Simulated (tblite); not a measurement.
C24H14F6Se4 (co-oligomer), SMILES FC(F)(F)c1ccc(/C=C/c2ccc(/C=C/c3ccc(/C=C/c4ccc(C(F)(F)F)[se]4)[se]3)[se]2)[se]1 at step 8 of a GFN2-xTB optimisation (tblite, gas phase), coordinates in Å:

```
  1 F   -12.7178   -0.8662    0.6621
  2 C   -12.1296   -0.8696   -0.5542
  3 F   -12.5683    0.2419   -1.1784
  4 F   -12.6762   -1.9209   -1.1909
  5 C   -10.6436   -1.0237   -0.5138
  6 C   -10.0258   -2.2291   -0.7159
  7 C    -8.6240   -2.1947   -0.6677
  8 C    -8.0545   -0.9650   -0.4164
  9 C    -6.6455   -0.7465   -0.3353
 10 C    -5.9942    0.4082   -0.0924
 11 C    -4.5892    0.6270   -0.0074
 12 C    -4.0056    1.8538    0.2490
 13 C    -2.6109    1.8871    0.2957
 14 C    -1.9406    0.6941    0.0849
 15 C    -0.5222    0.4840    0.0861
 16 C     0.4260    1.4390    0.2984
 17 C     1.8408    1.2731    0.3074
 18 C     2.7716    2.2760    0.5272
 19 C     4.1178    1.9052    0.4932
 20 C     4.4087    0.5781    0.2452
 21 C     5.7265    0.0086    0.1740
 22 C     6.8995    0.6907    0.3384
 23 C     8.2199    0.1240    0.2667
 24 C     8.4831   -1.2055    0.0226
 25 C     9.8300   -1.5893   -0.0076
 26 C    10.7345   -0.5842    0.2082
 27 C    12.2077   -0.8372    0.1812
 28 F    12.9705    0.2214   -0.1364
 29 F    12.6886   -1.2839    1.3629
 30 F    12.4988   -1.7940   -0.7230
 31 Se    9.8742    1.0572    0.4992
 32 Se    2.7491   -0.3562    0.0177
 33 Se   -3.2429   -0.6788   -0.2235
 34 Se   -9.3991    0.3470   -0.1989
 35 H   -10.5925   -3.1229   -0.9160
 36 H    -8.0282   -3.0751   -0.8304
 37 H    -6.0550   -1.6382   -0.4914
 38 H    -6.5880    1.2985    0.0647
 39 H    -4.6121    2.7307    0.4031
 40 H    -2.0836    2.8032    0.4917
 41 H    -0.1501   -0.5200   -0.0996
 42 H     0.1372    2.4589    0.4905
 43 H     2.4893    3.2982    0.7155
 44 H     4.9052    2.6213    0.6554
 45 H     5.7879   -1.0515   -0.0290
 46 H     6.8623    1.7491    0.5416
 47 H     7.7100   -1.9310   -0.1485
 48 H    10.1604   -2.5945   -0.2045
```

Q: What are the forces on the atoms (eV/Å)?

A: 
```
  1 F     0.19    0.17    0.01
  2 C     0.14   -0.14    0.03
  3 F     0.26   -0.18    0.14
  4 F    -0.11    0.11   -0.14
  5 C     0.06    0.13    0.02
  6 C    -0.04    0.09   -0.03
  7 C    -0.07    0.00   -0.01
  8 C    -0.04    0.03    0.02
  9 C     0.07   -0.15   -0.02
 10 C    -0.02    0.17    0.04
 11 C     0.09   -0.11   -0.03
 12 C     0.07   -0.02    0.00
 13 C    -0.01    0.01    0.02
 14 C    -0.09   -0.02   -0.02
 15 C     0.03    0.09    0.01
 16 C    -0.07   -0.09   -0.01
 17 C     0.15   -0.19   -0.04
 18 C     0.10   -0.01    0.00
 19 C    -0.08    0.10    0.02
 20 C     0.03    0.08    0.02
 21 C     0.06    0.13    0.02
 22 C    -0.09    0.00   -0.01
 23 C    -0.14   -0.33   -0.04
 24 C     0.19   -0.20   -0.03
 25 C     0.11    0.06   -0.02
 26 C    -0.05    0.16   -0.03
 27 C    -0.16    0.05   -0.01
 28 F    -0.30    0.07    0.03
 29 F    -0.10    0.01   -0.07
 30 F     0.06    0.05    0.10
 31 Se   -0.21   -0.16   -0.04
 32 Se    0.48   -0.14   -0.01
 33 Se    0.37    0.08    0.03
 34 Se   -0.20   -0.07   -0.05
 35 H     0.08   -0.04    0.01
 36 H     0.03   -0.04    0.01
 37 H     0.14   -0.18   -0.03
 38 H    -0.15    0.19    0.03
 39 H     0.04    0.05    0.01
 40 H     0.04    0.07    0.01
 41 H    -0.18   -0.09   -0.02
 42 H    -0.20    0.17    0.02
 43 H    -0.12    0.01    0.00
 44 H    -0.05    0.08    0.01
 45 H    -0.16   -0.03   -0.01
 46 H     0.02    0.14    0.02
 47 H    -0.07   -0.02    0.01
 48 H    -0.09   -0.08    0.00
```
